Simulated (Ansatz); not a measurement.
System: sum formula H$_{4}$SiNO$_{3}$, net charge -1, singlet state. It need not be the lowest isomer of its formula. Whether it binds its extra electron was not tested at this geometry. SMILES: [NH-][Si](O)(O)O
Structure (B3LYP-D3(BJ)/def2-TZVP (Ansatz, an electronic-structure program) minimum search):
```xyz
9

Si    -0.0835    -0.1005    -0.0009
O      1.3608    -0.2427    -0.8737
O      0.4162     0.7322     1.4025
O     -0.9632     1.1632    -0.7015
N     -0.7445    -1.5947     0.0900
H      1.3201    -1.1136    -1.2818
H      0.8697     0.1191     1.9865
H     -0.6321     2.0111    -0.3911
H     -1.6884    -1.6695     0.4508
```
Charge -1, spin multiplicity 1.

Parts of the frozen-core correlation energy in 6-31G* (Ansatz, hartree). Frozen orbitals: 9; correlated occupied orbitals by spin: 16 and 16; virtual: 62 and 62. No spin-orbit coupling. Non-relativistic.

| term | value |
|---|---|
| reference (HF) | -570.40864 |
| MP2 opposite-spin | ? |
| MP2 same-spin | -0.21480 |
| CCSD correlation | ? |
| (T) | ? |
| T1 diagnostic | 0.012 |
| largest doubles amplitude | 0.026 |

Task: Some entries are withheld; supply them.

Result: 
- MP2 opposite-spin, value: -0.58036
- CCSD correlation, value: -0.81789
- (T), value: -0.01654
